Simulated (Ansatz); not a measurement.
`C=C=N[SiH](F)F`, relaxed with RKS PBE-D4/def2-SVP in the Gaussian-basis code of Ansatz from a rough embedded geometry. The force threshold is 0.03 eV/Å; the program also tests the step.

Charge 0, multiplicity 1.

Start:

```xyz
9

C    -1.772   -0.126    1.480
C    -0.707   -0.001    0.769
N     0.270    0.134    0.160
Si    1.476    0.183   -1.169
F     0.805    0.837   -2.415
F     1.751   -1.407   -1.508
H    -1.896   -1.038    2.060
H    -2.569    0.567    1.379
H     2.641    0.851   -0.756
```

```json
{"step": "1", "energy (eV)": "-16903.2761", "largest force (eV/Å)": "5.564", "largest move (Å)": "0.000"}
{"step": "2", "energy (eV)": "-16903.7016", "largest force (eV/Å)": "2.131", "largest move (Å)": "0.195"}
{"step": "3", "energy (eV)": "-16903.7332", "largest force (eV/Å)": "1.519", "largest move (Å)": "0.195"}
{"step": "4", "energy (eV)": "-16903.7778", "largest force (eV/Å)": "0.724", "largest move (Å)": "0.089"}
{"step": "5", "energy (eV)": "-16903.8194", "largest force (eV/Å)": "0.155", "largest move (Å)": "0.200"}
{"step": "6 (rejected)", "energy (eV)": "-16903.8189", "largest force (eV/Å)": "0.123", "largest move (Å)": "0.111"}
{"step": "7", "energy (eV)": "-16903.8268", "largest force (eV/Å)": "0.084", "largest move (Å)": "0.054"}
{"step": "8", "energy (eV)": "-16903.8355", "largest force (eV/Å)": "0.153", "largest move (Å)": "0.100"}
{"step": "9", "energy (eV)": "-16903.8423", "largest force (eV/Å)": "0.422", "largest move (Å)": "0.146"}
{"step": "10 (rejected)", "energy (eV)": "-16903.7695", "largest force (eV/Å)": "1.316", "largest move (Å)": "0.199"}
{"step": "11", "energy (eV)": "-16903.8544", "largest force (eV/Å)": "0.186", "largest move (Å)": "0.100"}
{"step": "12", "energy (eV)": "-16903.8591", "largest force (eV/Å)": "0.370", "largest move (Å)": "0.098"}
{"step": "13", "energy (eV)": "-16903.8643", "largest force (eV/Å)": "0.234", "largest move (Å)": "0.101"}
{"step": "14", "energy (eV)": "-16903.8683", "largest force (eV/Å)": "0.112", "largest move (Å)": "0.052"}
{"step": "15", "energy (eV)": "-16903.8689", "largest force (eV/Å)": "0.060", "largest move (Å)": "0.018"}
{"step": "16", "energy (eV)": "-16903.8691", "largest force (eV/Å)": "0.060", "largest move (Å)": "0.027"}
{"step": "17", "energy (eV)": "-16903.8695", "largest force (eV/Å)": "0.015", "largest move (Å)": "0.016"}
```

End:

```xyz
9

C    -1.792   -0.083    1.379
C    -0.589   -0.112    0.829
N     0.554   -0.154    0.383
Si    1.417    0.111   -1.091
F     0.430    0.448   -2.337
F     2.175   -1.276   -1.451
H    -2.431   -0.978    1.358
H    -2.166    0.839    1.846
H     2.403    1.205   -0.917
```

Hardware: 4 threads of a server CPU on a shared host. Wall time 13 s, peak host memory 0.17 GiB.
